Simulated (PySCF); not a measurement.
**Working with the constants of CsRb**

RHF-CCSD(T) constants of CsRb, ¹Σ⁺ (singlet), closed shell (Cs def2-SVPD with ECP46, Rb def2-SVPD with ECP28; scalar-relativistic core potentials (PySCF 2.14); masses 132.9054 and 84.9118 u):

| Quantity | Value |
| --- | --- |
| ωe | 42.9 cm⁻¹ |
| ωexe | 0.0818 cm⁻¹ |
| Be | 0.015576 cm⁻¹ |
| αe | 3.67e-05 cm⁻¹ |
| D (centrifugal) | 8.2e-09 cm⁻¹ |
| De to Cs + Rb | 0.363 eV |

(1) Give the band origin of the fundamental and the first lines of its P and R branches.

(2) Near which J would the R branch turn back, without centrifugal distortion?

Correlated steps freeze no core orbitals. The bond is weak. Basis-set superposition, not corrected here, can be much of De in a small basis, most of all at correlated wavefunction levels. Spin–orbit coupling is left out. Where the molecule has an RHF reference, its open-shell atoms are computed with UHF.

Answers

(1) ν0 = ωe − 2ωexe = 42.7 cm⁻¹, B0 = 0.015558, B1 = 0.015521 cm⁻¹.

| J″ | P(J″) − ν0 | R(J″) − ν0 |
| --- | --- | --- |
| 0 |  | 0.031 |
| 1 | -0.031 | 0.062 |
| 2 | -0.062 | 0.093 |
| 3 | -0.094 | 0.124 |
| 4 | -0.125 | 0.154 |
| 5 | -0.156 | 0.185 |
| 6 | -0.188 | 0.216 |

(2) At J ≈ (B0 + B1)/(2(B0 − B1)) − 1 ≈ 420.
